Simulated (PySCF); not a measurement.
An excited-state job on `C[SiH2]NC(C)C`.

Computed with TDDFT B3LYP/def2-SVPD, vertical, gas phase, core orbitals frozen in the response (PySCF 2.14.0, density-fitted response routines). Geometry: GFN2-xTB. The command runs a driver script over a list of jobs; the input below is this job's line of settings and its coordinates in Å.

Command:
```bash
OMP_NUM_THREADS=1 python probes_run.py task.json out
```

Input:
```
{"job": {"kind": "uv", "xc": "B3LYP", "basis": "def2-SVPD", "nstates": 8, "ntriplets": 3}, "charge": 0, "multiplicity": 1}
C      2.417764     1.029599     0.204514
Si     1.744115    -0.480376    -0.723911
N      0.040299    -0.304253    -0.867790
C     -0.863836     0.030889     0.211273
C     -1.287888    -1.205787     1.007803
C     -2.087470     0.754738    -0.350495
H      2.056524     1.956096    -0.231828
H      3.502564     1.047870     0.165437
H      2.132866     1.023554     1.252833
H      2.211573    -0.523907    -2.112184
H      2.206995    -1.690938    -0.014096
H     -0.421286    -0.882464    -1.555391
H     -0.324733     0.711030     0.877707
H     -1.928377    -0.923073     1.839513
H     -1.834310    -1.895295     0.366526
H     -0.410847    -1.717216     1.396989
H     -2.657501     0.087695    -0.995090
H     -1.773953     1.615474    -0.935695
H     -2.732304     1.093492     0.456420
```

Q: Estimate the output.

A: 
```
coarse grid: 15096 points
cycle   1  E = -504.1514725571  dE =  2.491e-01  |g| = 5.971e-01  |ddm| = 6.326e+00
cycle   2  E = -504.0793753337  dE =  7.210e-02  |g| = 8.034e-01  |ddm| = 2.136e+00
cycle   3  E = -504.2398652430  dE = -1.605e-01  |g| = 1.024e-01  |ddm| = 1.329e+00
cycle   4  E = -504.2420725269  dE = -2.207e-03  |g| = 3.485e-02  |ddm| = 1.942e-01
cycle   5  E = -504.2423562319  dE = -2.837e-04  |g| = 5.952e-03  |ddm| = 5.637e-02
cycle   6  E = -504.2423647247  dE = -8.493e-06  |g| = 2.281e-03  |ddm| = 1.563e-02
final grid: 137592 points
cycle   7  E = -504.3170330232  dE = -4.295e-05  |g| = 7.450e-03  |ddm| = 1.263e-01
cycle   8  E = -504.3170228180  dE =  1.021e-05  |g| = 9.716e-03  |ddm| = 2.403e-02
cycle   9  E = -504.3170475891  dE = -2.477e-05  |g| = 5.648e-04  |ddm| = 1.326e-02
cycle  10  E = -504.3170476535  dE = -6.439e-08  |g| = 2.558e-04  |ddm| = 1.240e-03
cycle  11  E = -504.3170476673  dE = -1.384e-08  |g| = 5.377e-05  |ddm| = 4.268e-04
cycle  12  E = -504.3170476680  dE = -6.939e-10  |g| = 1.530e-05  |ddm| = 1.273e-04
converged SCF energy = -504.3170476680

Static polarisability (au): isotropic 85.453, principal 79.214 82.183 94.962

Singlet excitations
state   eV       nm        f      main configurations
  1   5.7210    216.7   0.01003   H->L 0.88, H->L+1 0.09
  2   5.9897    207.0   0.01410   H->L+1 0.87, H->L 0.10
  3   6.6028    187.8   0.02362   H->L+2 0.97
  4   6.7416    183.9   0.00351   H->L+3 0.83, H->L+4 0.13
  5   6.9513    178.4   0.02809   H->L+4 0.85, H->L+3 0.12
  6   7.1290    173.9   0.00278   H->L+5 0.94
  7   7.3669    168.3   0.00447   H->L+6 0.93
  8   7.7015    161.0   0.02143   H->L+7 0.90

Triplet excitations (Tamm-Dancoff, eV): 5.5545 5.8334 6.5221
```

The SCF starts on a coarse grid where the log names one; the energy can jump when the final grid takes over, and dE then counts from the start density on the new grid. H and L stand for HOMO and LUMO; the number after each pair is its weight.

Q: Give the mean polarisability as a volume in Å³, and the ratio of the largest to the smallest principal value.

A: 85.453 au × 0.148185 = 12.66 Å³; 94.962/79.214 = 1.20.

Q: How does the lowest singlet excitation compare with the HOMO–LUMO gap?

A: HOMO -6.38 eV and LUMO 0.30 eV give a gap of 6.68 eV; S1 at 5.72 eV lies 0.96 eV below it.

In short: HOMO -6.38 eV, LUMO 0.30 eV; lowest singlet 5.72 eV; lowest triplet 5.55 eV (Tamm–Dancoff); mean polarisability 85.5 au.

The run took 86 s (with the writing of density and orbital grids) on an Arm Neoverse N1 with one thread, on a shared host, and the process peaked at 1.0 GiB of memory.

One conformer stands for the species.
Labels such as C1 count atoms from 1, the log's own numbers from 0.
